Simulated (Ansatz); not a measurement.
Compare A (`NBO[SiH2]F`) with its isomer B (`N[SiH2]OBF`).

Isolated molecules relaxed with PBE0-D4/def2-TZVP in Ansatz; ΔE leaves out vibrations. CCSD(T)/CBS is the MP2 limit (def2-TZVPP, def2-QZVPP) plus CCSD(T) − MP2 in def2-TZVPP, frozen cores. DFT in def2-TZVPP. B3LYP here is the variant with VWN-RPA as its local correlation; programs differ in this. Each species was taken in one conformer, which may not be the lowest.

A:

Z-matrix (Å, degrees):
```
Si
F 1 1.594
O 1 1.625 2 109.4
H 1 1.476 2 107.3 3 117.2
H 1 1.480 2 107.3 3 -120.6
B 3 1.377 1 132.5 2 -94.5
N 6 1.392 3 119.1 1 175.4
H 6 1.200 3 120.8 1 -5.0
H 7 1.003 6 122.6 3 179.9
H 7 1.006 6 122.7 3 -0.8
```

B:

Z-matrix (Å, degrees):
```
Si
O 1 1.669
N 1 1.697 2 112.7
H 1 1.480 2 107.3 3 118.9
H 1 1.480 2 107.3 3 -118.9
B 2 1.338 1 134.9 3 179.7
H 3 1.006 1 121.5 2 -75.8
H 3 1.006 1 121.4 2 75.8
F 6 1.334 2 120.3 1 0.0
H 6 1.195 2 121.6 1 -180.0
```

Problem. Which is lower in electronic energy at CCSD(T)/CBS, and by how much? (Estimate.)

Solution. Computed: A, by 13.5 kcal/mol.

Problem. Give E(B) − E(A) in kcal/mol with B2PLYP, r2SCAN-D4, B3LYP, B3LYP-D4, MP2/def2-TZVPP, PBE0-D4, CCSD(T)/def2-TZVPP. (An estimate is asked.)

Solution. Ansatz gave: B2PLYP 13.5, r2SCAN-D4 13.3, B3LYP 13.5, B3LYP-D4 13.2, MP2/def2-TZVPP 13.4, PBE0-D4 13.0, CCSD(T)/def2-TZVPP 13.1. None reverses the order clearly.

Largest T1 diagnostic: 0.012.
